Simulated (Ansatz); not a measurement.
Calculated with Ansatz (gas phase, PBE0-D4/def2-TZVP geometries, no zero-point term in ΔE). CCSD(T)/CBS adds triple-zeta CCSD(T) − MP2 to the extrapolated MP2 energy (def2 sets, frozen cores). This one scheme is used for every species. DFT in def2-TZVPP. B3LYP here is the variant with VWN-RPA as its local correlation; programs differ in this. One conformer a species, not always the lowest.

Consider the ligand exchange at the Si–C bond: `F[SiH2]C[SiH](F)F` + `[NH2][AlH2]` → `F[SiH2][NH][AlH2]` + `C[SiH](F)F`.

`F[SiH2]C[SiH](F)F`:

Cartesian coordinates in Å:
```
F -1.256 2.186 -1.445
Si -1.054 0.663 -0.990
C 0.379 0.596 0.198
Si 0.835 -1.050 0.884
F -0.412 -1.673 1.647
F 1.197 -2.040 -0.305
H -2.308 0.220 -0.338
H -0.775 -0.134 -2.206
H 1.263 1.004 -0.307
H 0.156 1.260 1.042
H 1.975 -1.033 1.821
```

`[NH2][AlH2]`:

```xyz
6

N    -0.682   -0.500   -0.405
Al    0.602    0.442    0.358
H    -1.010   -1.396   -0.081
H    -1.192   -0.219   -1.227
H     1.296   -0.160    1.648
H     0.986    1.834   -0.293
```

`F[SiH2][NH][AlH2]`:

Z-matrix (Å, degrees):
```
Si
N 1 1.707
F 1 1.603 2 112.0
H 1 1.480 2 108.3 3 117.8
H 1 1.482 2 111.3 3 -117.8
Al 2 1.790 1 128.8 3 -100.2
H 2 1.013 1 114.9 3 77.7
H 6 1.581 2 117.4 1 179.2
H 6 1.579 2 117.5 1 -1.4
```

`C[SiH](F)F`:

Z-matrix (Å, degrees):
```
C
Si 1 1.840
H 1 1.092 2 110.7
H 1 1.093 2 110.6 3 -120.1
H 1 1.093 2 110.6 3 120.1
F 2 1.591 1 109.8 3 58.6
F 2 1.591 1 109.8 3 -58.5
H 2 1.477 1 114.8 3 -179.9
```

```
             level  ΔE (kcal/mol)  difference from CCSD(T)/CBS
         r2SCAN-D4          -16.1                          0.4
           PBE0-D4          -15.4                          1.1
             B3LYP          -17.0                         -0.5
         CAM-B3LYP          -17.2                         -0.7
RPA@PBE/def2-TZVPP          -16.4                          0.1
     CCSD/def2-SVP          -17.1                         -0.6
   CCSD/def2-TZVPP          -16.9                         -0.4
CCSD(T)/def2-TZVPP          -16.7                         -0.2
      HF/CBS(def2)          -19.0                         -2.5
     MP2/CBS(def2)          -16.8                         -0.3
       CCSD(T)/CBS          -16.5                            0
```

Largest T1 diagnostic among the species: 0.012.

Leaving LDA and LC-ωPBE aside and taking each functional with its dispersion term where it has one, the values, not all of them listed here, spread over 2.5 kcal/mol, from BHLYP-D4 to revPBE-D4. In def2-TZVPP, CCSD(T) changes the Hartree–Fock value by +2.1 kcal/mol (the triples alone add +0.2 kcal/mol) and MP2 by +1.8 kcal/mol.
